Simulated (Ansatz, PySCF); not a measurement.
C3H7NSi, SMILES N(C=C=C)[SiH3]. Atoms are numbered in the order given.

```xyz
12

C      2.3664    -0.7688     0.6056
C      1.4886     0.1806     0.3887
C      0.6082     1.1396     0.1711
N     -0.7344     0.9614    -0.1794
Si    -1.5248    -0.5841    -0.4019
H      2.9900    -1.1793    -0.2006
H      2.5216    -1.2002     1.6041
H      0.9323     2.1833     0.2671
H     -1.2585     1.8180    -0.3064
H     -1.4961    -1.4041     0.8434
H     -2.9316    -0.2534    -0.7635
H     -0.8895    -1.3781    -1.4928
```

The structure is a stationary point at B3LYP-D3(BJ)/def2-SVP. This is a generated structure with no PubChem entry under its InChIKey; it may be hypothetical. Other conformers were not sampled.

Two levels are set side by side: PBE-D3(BJ)/def2-SVP (Ansatz, an electronic-structure program) and B3LYP-D3(BJ)/def2-SVP (Ansatz). Each level has its own optimised geometry; the coordinates shown are those of the second. Frequencies come from the Hessian of PySCF at each geometry. Differences are taken from unrounded values.

```csv
quantity,B3LYP-D3(BJ)
mean bond length (Å),1.324
bond C1–C2 (Å),1.311
bond C2–C3 (Å),1.320
bond C3–N4 (Å),1.399
bond N4–Si5 (Å),1.750
bond C1–H6 (Å),1.099
bond C1–H7 (Å),1.099
bond C3–H8 (Å),1.097
bond N4–H9 (Å),1.012
bond Si5–H10 (Å),1.491
bond Si5–H11 (Å),1.490
bond Si5–H12 (Å),1.491
highest harmonic wavenumber (cm⁻¹),3640
mean harmonic wavenumber (cm⁻¹),1287
zero-point energy (kcal/mol),55.19
```

**Question.** What does PBE-D3(BJ) give, and how far is it from B3LYP-D3(BJ)? (An estimate is asked for; the answer gives what the named calculation found.)

**Answer.** 
```
quantity                            PBE-D3(BJ)  PBE-D3(BJ) minus B3LYP-D3(BJ)
----------------------------------  ----------  -----------------------------
mean bond length (Å)                     1.333                          0.009
bond C1–C2 (Å)                           1.319                          0.007
bond C2–C3 (Å)                           1.329                          0.009
bond C3–N4 (Å)                           1.400                          0.001
bond N4–Si5 (Å)                          1.760                          0.009
bond C1–H6 (Å)                           1.107                          0.008
bond C1–H7 (Å)                           1.107                          0.009
bond C3–H8 (Å)                           1.106                          0.008
bond N4–H9 (Å)                           1.019                          0.007
bond Si5–H10 (Å)                         1.505                          0.014
bond Si5–H11 (Å)                         1.502                          0.013
bond Si5–H12 (Å)                         1.505                          0.014
highest harmonic wavenumber (cm⁻¹)        3569                            -71
mean harmonic wavenumber (cm⁻¹)           1248                            -39
zero-point energy (kcal/mol)             53.53                          -1.66
```

GGA bonds tend to be longer and softer than those of functionals with exact exchange. Differences between two approximate levels are no errors against the true value.
